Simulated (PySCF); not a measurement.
# Electron correlation in Sn (tin, neutral)

[Kr] 4d10 5s2 5p2, high-spin 3P determinant. Computed with PySCF 2.14 in def2-SVP with the def2 core potential (28 electrons), with a scalar-relativistic core potential. Frozen: 4s2 4p6 4d10; 4 electrons correlated.

MP2 pair energies summed by pair of shells (mhartree):

| pair | energy | share (%) |
| --- | --- | --- |
| 5s-5p | -20.07 | 58.6 |
| 5s-5s | -11.03 | 32.2 |
| 5p-5p | -3.16 | 9.2 |

Total MP2 correlation energy: -34.26 mhartree.

Same-spin part -5.80 and opposite-spin part -28.46 mhartree; SCS-MP2 scales them by 1/3 and 6/5 to -36.09 mhartree.

```csv
level,correlation energy (mhartree)
CCSD,-48.14
(T),-0.59
CCSD(T),-48.73
```

Diagnostics: T1 = 0.0078, D1 = 0.0214, largest double amplitude 0.094.

Q: Is a single reference adequate?

A: Mostly. T1 lies below 0.03, but a double amplitude of this size points to a near-degeneracy that CCSD handles and MP2 describes poorly.
